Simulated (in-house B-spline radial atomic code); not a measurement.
Checks on a self-consistent run for V XV (V14+), [He] 2s2 2p5. Method: non-relativistic Hartree-Fock, average of configuration, point nucleus. Calculated with an all-electron radial atomic-structure program (B-spline basis).

| orbital | q | ε (Eh) | <1/r> | <r²> |
| --- | --- | --- | --- | --- |
| 1s | 2 | -219.29952 | 22.5585 | 0.00599529 |
| 2s | 2 | -39.40654 | 4.90543 | 0.105804 |
| 2p | 5 | -36.10092 | 4.83577 | 0.0845632 |

Electron-electron repulsion V_ee = 141.2063 hartree, kinetic energy T = 839.1230 hartree.

(1) What total energy follows from the eigenvalues?

(2) What is the virial ratio?

(3) What diamagnetic shielding (Lamb formula) and susceptibility (Langevin formula) do the radii give?

Results:

(1) The eigenvalues count the repulsion twice, so E = Σqε - V_ee = -697.917 - 141.206 = -839.123 hartree; the run printed -839.123.

(2) -V/T = (T - E)/T = 2.000000; at the Hartree-Fock limit it is 2.

(3) σ = (α²/3)Σq<1/r> = 79.1066/(3·137.036²) = 1404.2 ppm, and χ = -0.79199×10⁻⁶·Σq<r²> = -0.512×10⁻⁶ cm³/mol with Σq<r²> = 0.64642 bohr². Both are non-relativistic formulas without the paramagnetism of open shells.
